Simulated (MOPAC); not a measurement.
MOPAC input (AM1):

```
AM1 FORCE THERMO(298,298) PRECISE LET GEO-OK AUX(PRECISION=9) THREADS=1
Cl2Pb

Pb    0.00277042 1    0.00318730 1    0.45211142 1
Cl    1.17619025 1    1.35483598 1   -1.12821718 1
Cl   -1.18981051 1   -1.37050576 1   -1.09450580 1
```

Output:

```
 *******************************************************************************
 **                                                                           **
 **                              MOPAC v23.2.5                                **
 **                                                                           **
 *******************************************************************************
 ** MOPAC's Digital Object Identifier: https://doi.org/10.5281/zenodo.6511958 **
 **                                                                           **
 ** Please cite the open-source release paper for use of this MOPAC version:  **
 ** J. E. Moussa and J. J. P. Stewart (2026)                                  **
 ** MOPAC: An open-source semiempirical molecular orbital program             **
 ** J. Open Source Softw., 11(119), 8025, https://doi.org/10.21105/joss.08025 **
 *******************************************************************************

                              AM1 CALCULATION RESULTS

 *******************************************************************************
 *  AM1        - The AM1 Hamiltonian to be used
 *  GEO-OK     - OVERRIDE INTERATOMIC DISTANCE AND OTHER SAFETY CHECKS
 *  LET        - OVERRIDE SOME SAFETY CHECKS
 *  PRECISE    - TIGHTER CRITERIA TO BE USED
 *  FORCE      - FORCE CALCULATION SPECIFIED
 *  AUX        - OUTPUT AUXILIARY INFORMATION
 *  THERMO     - THERMODYNAMIC QUANTITIES TO BE CALCULATED
 *******************************************************************************
AM1 FORCE THERMO(298,298) PRECISE LET GEO-OK AUX(PRECISION=9) THREADS=1
 Cl2Pb

   ATOM   CHEMICAL          X               Y               Z
  NUMBER   SYMBOL      (ANGSTROMS)     (ANGSTROMS)     (ANGSTROMS)

     1      Pb          0.00277042  *   0.00318730  *   0.45211142  *
     2      Cl          1.17619025  *   1.35483598  *  -1.12821718  *
     3      Cl         -1.18981051  *  -1.37050576  *  -1.09450580  *

          CARTESIAN COORDINATES

    NO.       ATOM           X           Y           Z

     1        Pb          0.0028      0.0032      0.4521
     2        Cl          1.1762      1.3548     -1.1282
     3        Cl         -1.1898     -1.3705     -1.0945

 Cl: (AM1): M.J.S. DEWAR AND E. G. ZOEBISCH, THEOCHEM, 180, 1 (1988).
 Pb: (AM1): J. J. P. STEWART, J. MOL. MOD., 10, 155-164 (2004)

           Empirical Formula: Pb Cl2  =     3 atoms

      MOLECULAR POINT GROUP   :   C2v

      RHF CALCULATION, NO. OF DOUBLY OCCUPIED LEVELS = 9

          HEAT OF FORMATION =     -51.328134 KCALS/MOLE

          CARTESIAN COORDINATE DERIVATIVES

   NUMBER  ATOM         X            Y            Z

     1      Pb      0.003189     0.003681     0.000000
     2      Cl     -0.001243    -0.002144     0.000000
     3      Cl     -0.001945    -0.001536     0.000000

 DIPOLE           X         Y         Z       TOTAL
 POINT-CHG.    -4.385    -5.061     0.000     6.696
 HYBRID         1.138     1.314     0.000     1.739
 SUM           -3.246    -3.747     0.000     4.957

          GRADIENT NORM =   0.00600

          MOLECULAR WEIGHT =  278.11

          ROTATIONAL CONSTANTS IN CM(-1)

          A =    0.13053155   B =    0.07300338   C =    0.04681872

           PRINCIPAL MOMENTS OF INERTIA IN UNITS OF 10**(-40)*GRAM-CM**2

          A =      214.4520   B =      383.4446   C =      597.8966

          ORIENTATION OF MOLECULE IN FORCE CALCULATION

    NO.       ATOM         X         Y         Z

     1         Pb      -0.2610   -0.3013    0.0000
     2         Cl       2.1267   -0.3013    0.0000
     3         Cl      -0.6011    2.0621   -0.0000

    FIRST DERIVATIVES WILL BE USED IN THE CALCULATION OF SECOND DERIVATIVES

    FOR POINT-GROUP C2v  THERE ARE   4 UNIQUE SYMMETRY FUNCTIONS.


(To convert to Hartree/Bohr^2, multiply by (10^(-21) x N x a0^2)/(4.184 x 627.51) =  0.0642)

           FORCE MATRIX IN MILLIDYNES/ANGSTROM

                 Pb  1      Cl  2      Cl  3
 ------------------------------------------
    Pb    1   0.907302
    Cl    2   0.596328   0.615106
    Cl    3   0.596302   0.068743   0.615106

          HEAT OF FORMATION =     -51.328134 KCALS/MOLE

          ZERO POINT ENERGY       0.642 KCAL/MOL

           NORMAL COORDINATE ANALYSIS (Total motion = 1 Angstrom)

   Root No.       1         2         3

                 1 A1      2 A1      1 B2

                  80.1     179.0     189.9

           1   -0.0697   -0.0618   -0.0865
           2   -0.0805   -0.0713    0.0750
           3    0.0000    0.0000   -0.0000
           4   -0.0384    0.4520    0.4427
           5    0.4451   -0.0269    0.0000
           6   -0.0000    0.0000   -0.0000
           7    0.4460   -0.0910    0.0631
           8    0.0254    0.4436   -0.4382
           9   -0.0000   -0.0000    0.0000

           MASS-WEIGHTED COORDINATE ANALYSIS (NORMAL COORDINATES)

   Root No.       1         2         3

                 1 A1      2 A1      1 B2

                  80.1     179.0     189.9

           1   -0.2471   -0.2197   -0.3056
           2   -0.2852   -0.2535    0.2648
           3    0.0000    0.0000   -0.0000
           4   -0.0563    0.6650    0.6467
           5    0.6524   -0.0396    0.0000
           6   -0.0000    0.0000   -0.0000
           7    0.6538   -0.1339    0.0921
           8    0.0372    0.6525   -0.6401
           9   -0.0000   -0.0000    0.0000

          DESCRIPTION OF VIBRATIONS

 VIBRATION          1    1A1         ATOM PAIR     ENERGY CONTRIBUTION    RADIAL
 FREQUENCY            80.10         Pb1 -- Cl3         +50.0% ( 59.5%)      4.0%
 TRANSITION DIPOLE   1.0042         Pb1 -- Cl2         +50.0% ( 59.5%)      4.0%
 TRAVEL (Ang.)       0.2210
 REDUCED MASS       17.2399
 EFFECTIVE MASS     56.9153
 FORCE CONSTANT      0.0652

 VIBRATION          2    2A1         ATOM PAIR     ENERGY CONTRIBUTION    RADIAL
 FREQUENCY           178.99         Pb1 -- Cl2         +50.0% ( 72.0%)     94.5%
 TRANSITION DIPOLE   0.7984         Pb1 -- Cl3         +50.0% ( 72.0%)     94.5%
 TRAVEL (Ang.)       0.1507
 REDUCED MASS       16.5852
 EFFECTIVE MASS     47.8938
 FORCE CONSTANT      0.3131

 VIBRATION          3    1B2         ATOM PAIR     ENERGY CONTRIBUTION    RADIAL
 FREQUENCY           189.93         Pb1 -- Cl3         +50.0% ( 70.9%)     92.8%
 TRANSITION DIPOLE   1.7597         Pb1 -- Cl2         +50.0% ( 70.9%)     92.8%
 TRAVEL (Ang.)       0.1407
 REDUCED MASS       17.9432
 EFFECTIVE MASS     53.7931
 FORCE CONSTANT      0.3813

      SYMMETRY NUMBER FOR POINT-GROUP C2v =  2

          SYSTEM IS A GROUND STATE

 Cl2Pb

          MOLECULE IS NOT LINEAR

          THERE ARE  3 GENUINE VIBRATIONS IN THIS SYSTEM
          THIS THERMODYNAMICS CALCULATION IS LIMITED TO
          MOLECULES WHICH HAVE NO INTERNAL ROTATIONS

                    CALCULATED THERMODYNAMIC PROPERTIES
                                          *
   TEMP. (K)   PARTITION FUNCTION   H.O.F.    ENTHALPY  HEAT CAPACITY ENTROPY
                                   KCAL/MOL   CAL/MOLE    CAL/K/MOL  CAL/K/MOL

 298.00  VIB.     0.8977D+01                  1219.3473     5.6843     8.4530
         ROT.     0.1251D+06                   888.2803     2.9808    26.3038
         INT.     0.1123D+07                  2107.6276     8.6651    34.7568
         TRA.     0.4484D+28                  1480.4672     4.9680    42.7647
         TOT.                      -51.328    3588.0948    13.6331    77.5215

   *: NOTE: HEATS OF FORMATION ARE RELATIVE TO THE
            ELEMENTS IN THEIR STANDARD STATE AT 298K
              (=  Standard Enthalpy of Formation).

            Hvib:  Zero-point energy is not included.
                   frequencies of less than zero cm-1 are not included.
            Hrot = (3/2)RT
            Htra = (3/2)RT + pV = (5/2)RT

            Heat capacity is Cp, not Cv

          For more information, see: HTTP://OpenMOPAC.net/Manual/thermochemistry.html

           FORCE CONSTANT IN CARTESIAN COORDINATES (Millidynes/A)

    ATOM   CHEMICAL       X               Y               Z
   NUMBER   SYMBOL  FORCE CONSTANT  FORCE CONSTANT  FORCE CONSTANT

      1      Pb        0.648008        0.623991       -0.000482
      2      Cl        0.611474        0.058297       -0.000201
      3      Cl        0.075868        0.593903       -0.000201

 **********************
 *                    *
 * JOB ENDED NORMALLY *
 *                    *
 **********************

 == MOPAC DONE ==
```
